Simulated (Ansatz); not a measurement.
H2S2Sn: structure from calculated spectroscopic constants

These gas-phase data were calculated for one isomer of H2S2Sn at PBE0-D4/def2-SVP (harmonic, unscaled wavenumbers; equilibrium rotational constants with average atomic masses):

```
rotational constants            : 9.924, 1.347, 1.195 GHz
all wavenumbers above 1500 cm⁻¹ : 2687, 1711
```

Candidates:

(1) `S[S][SnH]`, a singlet
(2) `[SH][Sn][SH]`, a singlet

Q: Which structure fits?

A: Candidate (1). The band at 1711 cm⁻¹ lies where the Sn–H stretch is expected; (2) has no mode between 1650 and 2000 cm⁻¹.

The same quantities for all candidates:

```tsv
	rotational constants (GHz)	wavenumbers above 1500 cm⁻¹	E above the lowest, PBE0-D4/def2-SVP (kcal/mol)
(1)	9.924, 1.347, 1.195	2687, 1711	39.2
(2)	4.126, 2.364, 1.503	2710, 2707	0.0
```

Each candidate is one conformer. Atoms past krypton carry core potentials. Programs: Ansatz 0.2.0.
